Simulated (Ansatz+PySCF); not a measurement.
The numbers below are computed, except where a source is named.
Input for Ansatz (development build ahead of 0.2.0):

```yaml
crystal:
  periodic: [false, false, false]
  atoms:
    - { symbol: Be, position_ang: [0.0, 0.0, -1.60617] }
    - { symbol: O, position_ang: [0.0, 0.0, 0.80308] }
basis:
  gaussian: { orbitals: STO-3G }
magnetization:
  spin_polarized: true
hamiltonian:
  xc: pbe0
```

The input is written out in the form of the current development build from the run's settings.

The run gave:

```json
{"Converged": "yes", "Total energy": "-88.39400 hartree", "Spin squared of the determinant": "1.085"}
```

Caution: another spin multiplicity may lie lower; the unrestricted determinant is a mixture of spin states.
